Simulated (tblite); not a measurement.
Run record: tight-binding relaxation, `C=[CH][GeH2]/[C](F)=C\C#CC#N`.

Computed with GFN2-xTB geometry optimisation, gas phase (tblite 0.8.0). Start geometry: from a force field or distance geometry. The input is one job of a driver script: a line of settings, then coordinates in Å.

Command:
```bash
OMP_NUM_THREADS=1 python probes_run.py task.json out
```

Input:
```
{"job": {"kind": "relax", "xc": "GFN2-xTB", "basis": "xTB"}, "charge": 0, "multiplicity": 1}
C     -2.893400     1.276700    -0.234600
C     -1.803500     0.922400     0.405600
Ge    -0.759300    -0.511600    -0.360700
C      0.086100    -1.610200     0.916300
F     -0.672700    -2.480600     1.640600
C      1.393500    -1.496300     1.068700
C      2.118400    -0.540800     0.260200
C      2.730100     0.269800    -0.391700
C      3.447300     1.234800    -1.156900
N      4.031200     2.007700    -1.770800
H     -3.129500     0.736600    -1.149800
H     -3.566900     2.066500     0.109100
H     -1.490900     1.408900     1.363000
H     -1.685000    -1.360800    -1.279400
H      0.305200     0.213400    -1.249500
H      1.881700    -2.127600     1.818500
```

Problem. Give the output.

Solution. 
```
step      E/eV     max force
  0    -746.05788    2.629
  1    -746.11573    4.341
  2    -746.29836    1.363
  3    -746.33280    2.571
  4    -746.39408    1.188
  5    -746.43894    0.861
  6    -746.47424    0.489
  7    -746.50587    0.525
  8    -746.51734    0.435
  9    -746.54380    0.489
... (106 lines left out)
116    -746.71966    0.043
117    -746.71984    0.043
118    -746.72004    0.052
119    -746.72019    0.039
120    -746.72033    0.029
121    -746.72039    0.020
122    -746.72046    0.023
123    -746.72049    0.012
124    -746.72051    0.012
125    -746.72052    0.009
```

«max force» is the largest atomic force in eV/Å.

Problem. From which step on does the largest force stay under 0.1 eV/Å, and how much energy is left to gain from there?

Solution. From step 101 (0.033 eV/Å), 2.8 meV above the end.

In short: energy lowered by 15.3 kcal/mol over 125 steps; largest atomic force 0.009 eV/Å at the end.

Problem. Where do the atoms end?

Solution. 0.603 Å rms from the input after alignment:
```
atom  x, y, z in Å
C1    -3.1336    1.1334    0.1432
C2    -1.8221    1.0333   -0.0001
Ge3   -0.9381   -0.5351   -0.7483
C4     0.0894   -1.4407    0.6645
F5    -0.6776   -2.2919    1.3818
C6     1.3755   -1.3219    1.0096
C7     2.2404   -0.4523    0.3443
C8     3.0286    0.2983   -0.1940
C9     3.8987    1.1483   -0.7972
N10    4.6354    1.8720   -1.3042
H11   -3.7945    0.3376   -0.1645
H12   -3.6057    2.0055    0.5696
H13   -1.1825    1.8467    0.3191
H14   -1.9425   -1.5409   -1.2213
H15    0.0271   -0.1852   -1.8416
H16    1.7941   -1.8981    1.8276
```

Problem. Estimate the wall time. Hardware: Intel Xeon at 2.70 GHz, one thread, no GPU, shared host with 64 logical CPUs at a one-minute load of 55.

Solution. About 1.4 s.
Labels such as C1 count atoms from 1, the log's own numbers from 0.
